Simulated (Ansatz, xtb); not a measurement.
The atomisation energy (no zero-point term) down a group: Si to Sn

One atom is swapped for its congeners: C2H2FSi `C#C[SiH]F`; C2H2FGe `C#[C][GeH][F]`; C2H2FSn `C#[C][SnH][F]`. All are doublets with charge 0.

Shapes, held fixed at every level: PBE0-D4/def2-TZVP. Programs: Ansatz 0.2.0, xtb 6.7.1. Values in eV.

**Question.** How should the atomisation energy change along the series?

**Answer.** At CCSD(T)/def2-TZVPP the atomisation energy falls at every step, from 24.50 to 21.74 eV. Every level shows the same order. Spin contamination: C2H2FSi (⟨S²⟩ up to 0.82). Open shells run unrestricted unless RO is named. For atoms past krypton def2 sets carry core potentials with scalar relativity. Relativity is left out for Ge unless named. Correlated rows may include outer-core shells of Ge, Sn, which these sets cover unevenly. GFN2-xTB strays far from the other rows. xTB rows lack spin polarisation. Spin-orbit coupling, which grows down the group, is left out (summed over each molecule's free atoms 0.04, 0.14, 0.33 eV).

| level | C2H2FSi | C2H2FGe | C2H2FSn |
| --- | --- | --- | --- |
| GFN2-xTB | 30.39 | 29.33 | 28.14 |
| PBE-D4/def2-TZVPP | 26.01 | 24.25 | 23.14 |
| B3LYP-D4/def2-TZVPP | 25.24 | 23.35 | 22.27 |
| BHLYP-D4/def2-TZVPP | 24.27 | 22.34 | 21.23 |
| wB97M-V/def2-TZVPP | 25.23 | 23.38 | 22.34 |
| B2PLYP/def2-TZVPP | 25.12 | 23.30 | 22.15 |
| MP2/def2-SVP | 24.26 | 22.75 | 21.55 |
| CCSD(T)/def2-TZVPP | 24.50 | 22.88 | 21.74 |
